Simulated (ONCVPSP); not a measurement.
zinc: one change to an ONCV potential, before and after

ONCVPSP 4.0.1 input, shortened (lines: element, Z, core and valence counts, functional; n l f; lmax; l rc ep ncon nbas qcut; lloc lpopt rc5 dvloc0; l nproj debl; icmod fcfact rcfact), LDA (Perdew-Wang 92), scalar-relativistic:

```
  Zn 30.00    3    4  -001012      upf
    1    0    2.00
    2    0    2.00
    2    1    6.00
    3    0    2.00
    3    1    6.00
    3    2   10.00
    4    0    2.00
    2
    0    1.15    0.00    5   10   13.80
    1    0.90    0.00    5   10   18.80
    2    0.75    0.00    3    8   24.00
    4    5    0.75    2.00
    0    2    1.50
    1    2    2.20
    2    2    1.20
    0    0.00    0.00
```

In the p channel the program set the typed energies aside and used -3.060, 0.250 Ha.

Change: all radii scaled by about 1.16 (s 1.34, p 1.04, d 0.88 bohr); local potential polynomial inside 0.88 bohr (lpopt 5, dvloc0 2 Ha).

Cutoffs: the cutoffs (Ha) at which the residual kinetic energy of the hardest occupied pseudo-wave falls to 1 and 0.1 mHa per electron; they do not see the model core or the augmentation charge, which bear on the density cutoff. Errors are all-electron minus pseudo energies relative to the spin-unpolarised reference configuration.

**Question.** How do hardness, ghosts and transferability respond?

**Answer.** The potential gets softer (183 Ha and 212 Ha → 147 Ha and 169 Ha); of the 4 tests that both files solve, the error grows in 2 and shrinks in 0 by more than 15 % and 0.3 meV (median size 3.8 → 4.8 meV); neither file shows a bound ghost. A larger radius leaves more room for a smooth pseudo-wave, so fewer plane waves are needed.

| quantity | base | changed |
| --- | --- | --- |
| cutoff, loose | 183 Ha | 147 Ha |
| cutoff, tight | 212 Ha | 169 Ha |
| loose cutoff by channel | s 62 Ha, p 104 Ha, d 183 Ha | s 53 Ha, p 94 Ha, d 147 Ha |
| bound ghosts | none | none |
| GHOST(+) flags under 300 eV | none | none |
| error for 3s2 3p6 3d10 4s1, meV [ΔE 10.18 eV] | -0.4 | -0.4 |
| error for 3s2 3p6 3d10 4s0, meV [ΔE 28.95 eV] | -0.1 | +0.3 |
| error for 3s2 3p6 3d9 4s0, meV [ΔE 69.84 eV] | -7.1 | -9.1 |
| error for 3s1 3p6 3d10 4s2, meV [ΔE 137.47 eV] | -13 | -40 |
